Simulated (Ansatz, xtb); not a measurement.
C4H6OS2Si: which of two isomers lies lower

We compare X, `O[SiH2]Sc1ccsc1`, a singlet, with Y, `C=C[Si]1(O)SC=CS1`, a singlet. Both are isolated molecules in the gas phase, relaxed with PBE-D3(BJ)/def2-SVP; each stands in its lowest conformer found.

Quicker runs give these differences E(Y) − E(X): GFN2-xTB +0.793 eV; HF/STO-3G −0.425 eV (at GFN2-xTB geometries); r2SCAN-D4/def2-SVP −0.603 eV (at GFN2-xTB geometries).

Question: Estimate E(Y) − E(X) at the level CCSD(T)/def2-SVP + ΔMP2/def2-TZVPP.

Answer: Calculated at CCSD(T)/def2-SVP + ΔMP2/def2-TZVPP: E(Y) − E(X) = −0.643 eV, so structure Y lies lower.

How the difference moves with the method:

```tsv
level	geometry	E(Y) − E(X) (eV)	departure from the last row (eV)	job, with rough time for the two
GFN2-xTB	GFN2-xTB	+0.793	+1.436	optimisation, 0.32 s
HF/STO-3G	GFN2-xTB	−0.425	+0.219	single point, 0.52 s
r2SCAN-D4/def2-SVP	GFN2-xTB	−0.603	+0.040	single point, 5.3 s
PBE-D3(BJ)/def2-SVP	PBE-D3(BJ)/def2-SVP	−0.540	+0.103	optimisation, 43 s
HF/def2-SVP	PBE-D3(BJ)/def2-SVP	−0.787	−0.144	part of the CCSD(T) run
MP2/def2-SVP	PBE-D3(BJ)/def2-SVP	−0.361	+0.282	part of the CCSD(T) run
CCSD(T)/def2-SVP	PBE-D3(BJ)/def2-SVP	−0.553	+0.090	single point
CCSD(T)/def2-SVP + ΔMP2/def2-TZVPP	PBE-D3(BJ)/def2-SVP	−0.643		single point, 1.7 min
```

As drawn, Y has 2 C=C, 1 C–Si, 1 S–Si, 1 C–S, 2 C–H in place of 3 C∷C, 2 C∷S, 2 Si–H (∷ is an aromatic bond). Structure X has a 5-membered ring (with an aromatic ring), Y a 5-membered ring.

GFN2-xTB puts the two in the other order. The largest departure from CCSD(T)/def2-SVP + ΔMP2/def2-TZVPP is that of GFN2-xTB, 1.436 eV. The last row adds to CCSD(T) the change of the MP2 difference between the two basis sets, here −0.090 eV.

With thermal terms from frequencies at re-optimised GFN2-xTB minima (ideal gas, soft modes damped towards free rotors, one conformer each, 298.15 K, 1 atm): on the last row, ΔE + ΔZPE = −0.549, ΔH = −0.533, ΔG = −0.565 eV.

The correlated steps freeze 20 core orbitals. Run with Ansatz 0.2.0, xtb 6.7.1; the last row on 4 threads of Arm Neoverse V1 on a shared host.
